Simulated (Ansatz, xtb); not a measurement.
Relative energy of two isomers of C8H7N

Structure I is `Cc1cccc(C#N)c1`, a singlet and structure II is `c1ccc2[nH]ccc2c1`, a singlet. Both are isolated molecules in the gas phase, relaxed with PBE0-D3(BJ)/def2-SVP.

I (Å):

```xyz
16

C    -1.8406   -0.5228   -0.6003
C    -0.6105   -0.6091    0.2553
C    -0.5412    0.0505    1.4890
C     0.6094   -0.0007    2.2733
C     1.7213   -0.7159    1.8440
C     1.6677   -1.3850    0.6133
C     2.8007   -2.1332    0.1550
C     0.5070   -1.3295   -0.1709
N     3.7182   -2.7383   -0.2144
H    -1.9564   -1.4148   -1.2320
H    -2.7480   -0.4132    0.0105
H    -1.7887    0.3507   -1.2712
H    -1.4093    0.6139    1.8422
H     0.6378    0.5208    3.2326
H     2.6271   -0.7662    2.4503
H     0.4841   -1.8609   -1.1250
```

II (Å):

```xyz
16

C    -0.8141   -2.4437   -0.3996
C    -1.6635   -1.3207   -0.3553
C    -1.2481   -0.1264    0.2162
C     0.0451   -0.0789    0.7467
C     1.9758    0.5179    1.7176
C     2.1427   -0.7891    1.3392
C     0.9196   -1.1997    0.7131
C     0.4676   -2.3941    0.1270
N     0.7190    0.9445    1.3629
H    -1.1755   -3.3674   -0.8575
H    -2.6682   -1.3911   -0.7788
H    -1.9085    0.7434    0.2496
H     0.3485    1.8681    1.5300
H     2.6672    1.1908    2.2215
H     3.0366   -1.3899    1.4904
H     1.1195   -3.2701    0.0882
```

Quicker runs give these differences E(II) − E(I): GFN2-xTB −120.8 kJ/mol; HF/STO-3G −7.5 kJ/mol (at GFN2-xTB geometries); r2SCAN-D4/def2-SVP −69.0 kJ/mol (at GFN2-xTB geometries).

Q: Estimate E(II) − E(I) at the level CCSD(T)/def2-SVP + ΔMP2/def2-TZVPP.

A: Calculated at CCSD(T)/def2-SVP + ΔMP2/def2-TZVPP: E(II) − E(I) = −18.9 kJ/mol, so structure II lies lower.

Level by level:

| level | geometry | E(II) − E(I) (kJ/mol) | departure from the last row (kJ/mol) | job, with rough time for the two |
| --- | --- | --- | --- | --- |
| GFN2-xTB | GFN2-xTB | −120.8 | −101.8 | optimisation, 0.3 s |
| HF/STO-3G | GFN2-xTB | −7.5 | +11.4 | single point, 0.56 s |
| r2SCAN-D4/def2-SVP | GFN2-xTB | −69.0 | −50.1 | single point, 5.2 s |
| PBE0-D3(BJ)/def2-SVP | PBE0-D3(BJ)/def2-SVP | −76.6 | −57.7 | optimisation, 32 s |
| HF/def2-SVP | PBE0-D3(BJ)/def2-SVP | −7.5 | +11.4 | part of the CCSD(T) run |
| MP2/def2-SVP | PBE0-D3(BJ)/def2-SVP | −20.8 | −1.8 | part of the CCSD(T) run |
| CCSD(T)/def2-SVP | PBE0-D3(BJ)/def2-SVP | −13.3 | +5.7 | single point |
| CCSD(T)/def2-SVP + ΔMP2/def2-TZVPP | PBE0-D3(BJ)/def2-SVP | −18.9 |  | single point, 2.6 min |

As drawn, II has 2 C∷C, 2 C∷N, 1 N–H in place of 2 C–C, 1 C≡N, 1 C–H (∷ is an aromatic bond). Structure I has a 6-membered ring (with an aromatic ring), II a 5-membered ring and a 6-membered ring (with an aromatic ring).

None of the levels shown reverses the order. The largest departure from CCSD(T)/def2-SVP + ΔMP2/def2-TZVPP is that of GFN2-xTB, 101.8 kJ/mol. The last row adds to CCSD(T) the change of the MP2 difference between the two basis sets, here −5.7 kJ/mol.

With thermal terms from frequencies at re-optimised GFN2-xTB minima (ideal gas, soft modes damped towards free rotors, one conformer each, 298.15 K, 1 atm): on the last row, ΔE + ΔZPE = −11.6, ΔH = −16.5, ΔG = −3.9 kJ/mol.

The correlated steps freeze 9 core orbitals. Run with Ansatz 0.2.0, xtb 6.7.1; the last row on 4 threads of Arm Neoverse V1 on a shared host.
